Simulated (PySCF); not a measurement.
P (phosphorus, neutral) across methods

[Ne] 3s1 3p4, high-spin 4P determinant (an excited configuration). Calculation: PySCF 2.14, in x2c-TZVPPall; the spin-free X2C one-electron Hamiltonian (Gaussian nucleus).

| method | E (hartree) | mean ε 3s α (eV) | mean ε 3p α (eV) | mean ε 3p β (eV) | Σ⟨r²⟩ (bohr²) | ⟨S²⟩ |
| --- | --- | --- | --- | --- | --- | --- |
| LDA | -340.5039 | -15.624 | -6.900 | -4.629 | 31.44 | 3.755 |
| CAM-B3LYP | -341.7914 | -19.454 | -9.368 | -6.724 | 31.28 | 3.756 |
| wB97X-V | -341.7194 | -20.690 | -10.419 | -7.588 | 31.29 | 3.757 |
| PBE0 | -341.6603 | -17.915 | -8.186 | -5.450 | 31.21 | 3.756 |
| r2SCAN | -341.7766 | -16.644 | -7.343 | -4.687 | 31.31 | 3.761 |
| UHF | -341.23104 | -24.241 | -11.658 | -6.474 | 31.83 | 3.775 |
| wB97X | -341.7672 | -20.729 | -10.468 | -7.469 | 31.15 | 3.759 |
| wB97M-V | -341.7481 | -20.130 | -10.064 | -7.463 | 31.44 | 3.755 |
| PBE | -341.6344 | -15.630 | -6.858 | -4.651 | 31.22 | 3.754 |
